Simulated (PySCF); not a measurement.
GaH3, SMILES [GaH3].

Coordinates come from a PBE0-D3(BJ)/def2-TZVPD optimisation. The isomer is the one that the SMILES or the coordinates give; other isomers of the formula were not compared.

Computed with PySCF with CAM-B3LYP/def2-TZVPD.

Symmetry labels are those of the subgroup C2v that the program uses (full group D3h).

Computed valence orbital energies around the gap with their symmetry:
```
orbital  symmetry  energy (eV)
-------  --------  -----------
HOMO−7         A1       -24.95
HOMO−6         A2       -24.78
HOMO−5         B2       -24.78
HOMO−4         A1       -24.61
HOMO−3         B1       -24.61
HOMO−2         A1       -14.42
HOMO−1         B1       -10.00
HOMO           A1       -10.00
LUMO           B2        -0.95
LUMO+1         A1         0.84
LUMO+2         A1         1.78
LUMO+3         B1         2.05
```
